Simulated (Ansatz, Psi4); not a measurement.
Interaction energy of CH6Si ··· H2O (SMILES C[SiH3] and O). Monomers: optimised at B3LYP-D3(BJ) (def2-TZVP), held rigid. Orientation: lowest of the rigid-body minima from ten starts at GFN2-xTB. R is the distance of the centres of mass, along which the second monomer moves.

Computed with: SAPT0/jun-cc-pVDZ, frozen core (Psi4); PBE/def2-TZVP, counterpoise-corrected (Psi4); wB97X-D/def2-TZVP, counterpoise-corrected (Psi4); MP2/aug-cc-pVTZ = DF-MP2/aug-cc-pVTZ, frozen core, counterpoise-corrected (Psi4 1.11); CCSD(T)/aug-cc-pVDZ = CCSD(T) on RHF/aug-cc-pVDZ, frozen core, counterpoise-corrected (Ansatz, an electronic-structure program).

Cost and agreement with CCSD(T)/aug-cc-pVDZ over the 11 points of the scan, with CCSD(T)/aug-cc-pVDZ as yardstick. Costs are rough ratios of core time within Psi4 on shared cores, each with its mean field (Kohn-Sham runs search longer for lower solutions than correlated ones do); the miss is the largest difference from CCSD(T) of the interaction energy, in kcal/mol.

Q: Which is the cheapest of these levels that stays within 0.62 kcal/mol of CCSD(T)/aug-cc-pVDZ?

A: SAPT0/jun-cc-pVDZ.

| level | relative cost | largest difference |
|---|---|---|
| SAPT0/jun-cc-pVDZ | 1 | 0.41 |
| PBE/def2-TZVP | 3 | 0.50 |
| wB97X-D/def2-TZVP | 4 | 1.29 |
| MP2/aug-cc-pVTZ | 5 | 0.74 |

Costs within a factor of two of each other count as equal.
